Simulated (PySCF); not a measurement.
CH7F2NSi2, SMILES F[Si]([SiH2]N)(C)F. Atoms are numbered in the order given.

```xyz
13

C      1.9142    -0.8875     0.5878
Si     0.6492     0.3513     0.0379
F      1.3475     1.4172    -0.9759
F      0.1749     1.2130     1.3433
Si    -1.3007    -0.5483    -0.8479
N     -2.0667    -1.2182     0.5649
H      1.4393    -1.6289     1.2502
H      2.7357    -0.3997     1.1362
H      2.3388    -1.4209    -0.2775
H     -2.0718     0.4856    -1.6112
H     -1.0014    -1.6610    -1.7975
H     -2.8812    -1.8172     0.4721
H     -2.1588    -0.6184     1.3799
```

Geometry: ωB97X-D3(BJ)/def2-SVP. This is a generated structure with no PubChem entry under its InChIKey; it may be hypothetical. Other conformers were not sampled.

Two levels are set side by side: PBE/pcSseg-1 (PySCF) and HF/pcSseg-1 (PySCF). GIAO shifts against CFCl3 (¹⁹F), NH3 (¹⁵N), TMS (²⁹Si), TMS (¹H), TMS (¹³C) at the same level; non-relativistic, no solvent, atoms listed together averaged. Differences are taken from unrounded values.

```csv
quantity,PBE
δ(¹³C) of C1 (ppm),3.8
δ(²⁹Si) of Si2 (ppm),31.6
δ(²⁹Si) of Si5 (ppm),-61.8
δ(¹⁵N) of N6 (ppm),-0.8
"δ(¹H) of H12, H13 (ppm)",-0.01
```

Task: These are the PBE values. What does HF give? (An estimate is asked for; the answer gives what the named calculation found.)

Result: 
```tsv
quantity	HF	PBE minus HF
δ(¹³C) of C1 (ppm)	2.0	1.9
δ(²⁹Si) of Si2 (ppm)	16.8	14.8
δ(²⁹Si) of Si5 (ppm)	-54.5	-7.3
δ(¹⁵N) of N6 (ppm)	-8.4	7.6
δ(¹H) of H12, H13 (ppm)	0.55	-0.56
```

Rough cost on one machine, each run with all the roots and properties that it gave: HF against PBE within a factor of 2.
